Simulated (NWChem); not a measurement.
# arsenic trifluoride (AsF₃); SMILES F[As](F)F

Results from NWChem. Medium grid unless said otherwise, to which SCAN and Minnesota functionals are sensitive. Structure relaxed at the B3LYP/6-31G* (spherical d) level. Level r2SCAN/def2-TZVP: single points from the atomic guess with DIIS by default; each run changes one setting, and all converged runs end within 0.3 mHa of each other.

```json
[
 {"setting": "defaults", "SCF iterations": "7"},
 {"setting": "level shift of 0.5 Ha throughout", "SCF iterations": "12"},
 {"setting": "70 % damping for 30 cycles", "SCF iterations": "33"},
 {"setting": "core-Hamiltonian guess", "SCF iterations": "13"},
 {"setting": "no level shifting", "SCF iterations": "7"},
 {"setting": "DIIS on 20 Fock matrices", "SCF iterations": "7"}
]
```
